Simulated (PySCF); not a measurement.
# Simulated absorption spectrum

Species: C6H7OPS.
SMILES: `C=CC1=C(SC)OC=P1`

Computed, not measured: PySCF 2.14.0, density-fitted response routines, TDDFT PBE0/def2-SVPD, vertical, gas phase, core orbitals frozen in the response. The structure is a single GFN2-xTB conformer in the gas phase; no vibrational or solvent corrections. Torsions of this conformer, `[CH2:1]=[CH:2][c:3]1[p:4][cH:5][o:6][c:7]1[S:8][CH3:9]`: C1–C2–C3–P4 0°, O6–C7–S8–C9 0°.

Each state is given a Gaussian of 0.25 eV full width at half maximum, with ε(max) = 2.175×10⁸ f / Δν̃ (Δν̃ the width in cm⁻¹). The width is an assumption, not a result. The curve ends short of the highest state used, and states not computed would add to its high-energy end.

λ (nm), ε (L mol⁻¹ cm⁻¹) and a bar:
```
    239.6       1546 ##
    242.4        938 #
    245.2        652 #
    248.0       1294 #
    250.9       3964 ####
    253.7       9493 ##########
    256.5      17441 ###################
    259.3      24825 ###########################
    262.2      27776 ##############################
    265.0      24607 ###########################
    267.8      17641 ###################
    270.6      10369 ###########
    273.4       5058 #####
    276.3       2002 ##
    279.1        697 #
    281.9        228 
    284.7        134 
    287.5        259 
    290.4        646 #
    293.2       1374 #
    296.0       2501 ###
    298.8       3922 ####
    301.6       5341 ######
    304.5       6387 #######
    307.3       6674 #######
    310.1       6189 #######
    312.9       5124 ######
    315.7       3811 ####
    318.6       2520 ###
    321.4       1533 ##
    324.2        852 #
    327.0        434 
    329.8        204 
    332.7         86 
    335.5         35 
    338.3         13
```

(1) Where are the band maxima, and which computed states make them?

(2) Coming from long wavelengths, where does ε first pass 100 L mol⁻¹ cm⁻¹?

(3) On this curve, what absorbance would a 10⁻³ mol/L sample give at 266 nm over a 1 cm path?

Answers

(1) 307 nm (4.04 eV), ε about 6700, made up of S1 (100%); 262 nm (4.73 eV), ε about 28000, made up of S2 (100%) (ε in L mol⁻¹ cm⁻¹; maxima over ε = 5, shares over 10%). At its high-energy end, 5.17 eV, the curve is still rising (ε about 1500, from S4). The states used: S1 4.04 eV (f 0.062); S2 4.73 eV (f 0.257); S3 4.83 eV (f 0.0013); S4 5.25 eV (f 0.018); S5 5.49 eV (f 0.0013); S6 5.66 eV (f 0.022); S7 5.67 eV (f 0.160); S8 5.77 eV (f 0.021).

(2) At about 332 nm (3.73 eV), 0.31 eV below S1.

(3) 266 nm is 4.661 eV, where ε is about 22000 L mol⁻¹ cm⁻¹, so A = ε c l ≈ 22 (Beer–Lambert, with the gas-phase spectrum and the assumed width).
